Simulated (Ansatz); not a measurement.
Reaction (germylene formation by 1,1-elimination): `[CH3][GeH2][Br]` → `[CH3][Ge][Br]` + H₂

Gas-phase electronic energies from Ansatz, PBE0-D4/def2-TZVP geometries. CBS: MP2 limit from def2 TZ/QZ plus the TZ coupled-cluster correction, frozen cores. This one scheme is used for every species. Functionals use def2-TZVPP. B3LYP here is the variant with VWN-RPA as its local correlation; programs differ in this. For Br, Ge outer-core shells are correlated without core-valence functions, which leaves a few kJ/mol of doubt a bond. Scalar relativity is left out up to krypton.

`[CH3][GeH2][Br]`:

```xyz
8

C     1.041   -0.120   -0.240
Ge   -0.835   -0.104    0.258
Br   -1.672    2.009   -0.210
H     1.582    0.633    0.332
H     1.143    0.099   -1.303
H     1.470   -1.102   -0.034
H    -1.052   -0.326    1.762
H    -1.676   -1.089   -0.566
```

`[CH3][Ge][Br]`:

Z-matrix (Å, degrees):
```
C
Ge 1 1.985
H 1 1.092 2 111.1
H 1 1.094 2 109.5 3 121.0
H 1 1.094 2 109.9 3 -121.4
Br 2 2.358 1 96.4 3 178.9
```

H₂:

Z-matrix (Å, degrees):
```
H
H 1 0.746
```

(1) Is it downhill or uphill in electronic energy at CCSD(T)/CBS, and by how much? (Best estimate.)

(2) What do these levels give: B3LYP-D4, B2PLYP, PBE-QIDH, PBE, B3LYP, r2SCANh, LC-ωPBE, RPA@PBE/def2-TZVPP, HF/def2-SVP, HF/def2-TZVPP, MP2/def2-TZVPP, HF/CBS(def2)? (Estimate.)

Largest T1 diagnostic among the species: 0.011.

Answers

(1) Ansatz gave: Uphill: ΔE = +1.27 eV.

(2) Ansatz gave: B3LYP-D4 1.08, B2PLYP 1.21, PBE-QIDH 1.52, PBE 1.11, B3LYP 1.05, r2SCANh 1.37, LC-ωPBE 1.56, RPA@PBE/def2-TZVPP 1.29, HF/def2-SVP 1.47, HF/def2-TZVPP 1.38, MP2/def2-TZVPP 1.45, HF/CBS(def2) 1.37 eV.

At CCSD(T), def2-SVP lies +0.12 eV from the extrapolated value and def2-TZVPP +0.13 eV. From BLYP to BHLYP (50 % exact exchange), in def2-TZVPP and without D4, ΔE moves by +0.47 eV. Leaving LDA and LC-ωPBE aside and taking each functional with its dispersion term where it has one, the values, not all of them listed here, spread over 0.66 eV, from BLYP-D4 to PBE-QIDH. LDA lies +0.38 eV from PBE without D4.
